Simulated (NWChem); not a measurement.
# PbHOBr, singlet; SMILES [Pb]([OH])[Br]

```xyz
4

Pb     0.2196     0.6916     0.0000
Br    -0.0342    -1.9289     0.0000
O     -1.8456     1.0948     0.0000
H     -2.0444     2.0403     0.0000
```
Atoms are numbered in this order, from 1.

Low-valent species are run as closed-shell singlets; no triplet was tried in these runs. Geometry: optimised at PBE0/def2-SVP. def2 effective core potentials on Pb; no spin-orbit coupling.

Symmetry labels are those of Cs in the frame above (b1 and b2, or b-type labels, depend on it).

Q: List the 4 lowest vertical singlet excitations from CAM-B3LYP/def2-SVP with def2 effective core potentials on Pb, full TDDFT (NWChem).

A: 
| state | energy (eV) | oscillator strength | symmetry | leading excitation (squared amplitude) |
|---|---|---|---|---|
| S1 | 3.61 | 0.015 | a" | HOMO → LUMO (0.94) |
| S2 | 4.17 | 0.002 | a" | HOMO−2 → LUMO (0.95) |
| S3 | 4.41 | 0.013 | a' | HOMO−1 → LUMO (0.90) |
| S4 | 5.12 | 0.003 | a' | HOMO−3 → LUMO (0.82) |
